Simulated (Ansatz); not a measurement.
One change: `[CH3][Ga]([SH])[Br]` becomes `[CH3][In]([SH])[Br]`.

Ansatz, PBE0-D4/def2-TZVP geometries, multiplicity 1. Each molecule was computed in one conformer, which needn't be the lowest.

Elements past krypton have def2 core potentials. Scalar relativity is left out up to krypton.

```tsv
property	`[CH3][Ga]([SH])[Br]`
HOMO–LUMO gap (PBE0/def2-TZVPP) / eV	6.75
LUMO energy (PBE0/def2-TZVPP) / eV	-1.05
LUMO energy (PBE/def2-TZVPP) / eV	-1.81
HOMO–LUMO gap (ωB97M-V/def2-TZVPP) / eV	10.65
HOMO energy (ωB97M-V/def2-TZVPP) / eV	-9.98
LUMO energy (B3LYP/def2-TZVPP) / eV	-1.28
```

What does the change do to each property? (An estimate is asked.)

The calculation gave: 
| property | `[CH3][In]([SH])[Br]` | shift |
| --- | --- | --- |
| HOMO–LUMO gap (PBE0/def2-TZVPP) / eV | 6.28 | -0.47 |
| LUMO energy (PBE0/def2-TZVPP) / eV | -1.35 | -0.30 |
| LUMO energy (PBE/def2-TZVPP) / eV | -2.19 | -0.38 |
| HOMO–LUMO gap (ωB97M-V/def2-TZVPP) / eV | 10.02 | -0.63 |
| HOMO energy (ωB97M-V/def2-TZVPP) / eV | -9.82 | 0.16 |
| LUMO energy (B3LYP/def2-TZVPP) / eV | -1.64 | -0.36 |

With PBE0 the HOMO rises by 0.17 eV and the LUMO falls by 0.30 eV, so the gap narrows by about 0.47 eV. PBE moves the HOMO by 0.17 eV and ωB97M-V by 0.16 eV.

B3LYP here is the variant with VWN-RPA as its local correlation; programs differ in this.

Spin–orbit coupling is left out; it splits and shifts lone-pair levels of the heavy atoms by tenths of an eV.
